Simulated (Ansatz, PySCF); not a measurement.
System: sum formula BIF, net charge 0, doublet state. It need not be the lowest isomer of its formula. 
Geometry from a B3LYP-D3(BJ)/def2-TZVP (Ansatz, a first-principles code) optimisation:
```
B
F 1 1.2956
I 1 2.1532 2 123.66
```
Charge 0, spin multiplicity 2.

Wanted: atomisation energy (electronic, to ground-state atoms), in kcal/mol. Valence correlation only, unless marked. Open shells are spin-unrestricted. Spin-orbit coupling is left out. Frozen are the shells of the preceding noble gas and the d and f shells that filled before the atom's block. In def2 rows, elements after Kr have scalar-relativistic effective core potentials. The coupled-cluster limit lacks core correlation, which all-electron functionals hold. CBS marks a two-point X^-3 extrapolation of the correlation energy; Hartree-Fock from the larger set.

```tsv
level	program	atomisation energy (kcal/mol)
HF-D3(BJ)/def2-TZVPD	PySCF + dftd3	172.6
SVWN5/def2-TZVPD	Ansatz	265.8
BLYP-D4/def2-TZVPD	Ansatz + dftd4	222.7
PBE0-D3(BJ)/def2-TZVP	Ansatz + dftd3	224.1
PBE0-D3(BJ)/def2-TZVPD	Ansatz + dftd3	223.8
TPSSh/def2-TZVPD	PySCF	219.3
HSE06/def2-TZVPD	Ansatz	223.2
B2PLYP/def2-TZVPD	Ansatz	217.2
CCSD/def2-SVP	Ansatz	200.9
CCSD(T)/CBS(def2-TZVPP,def2-QZVPP)	Ansatz	216.2
```
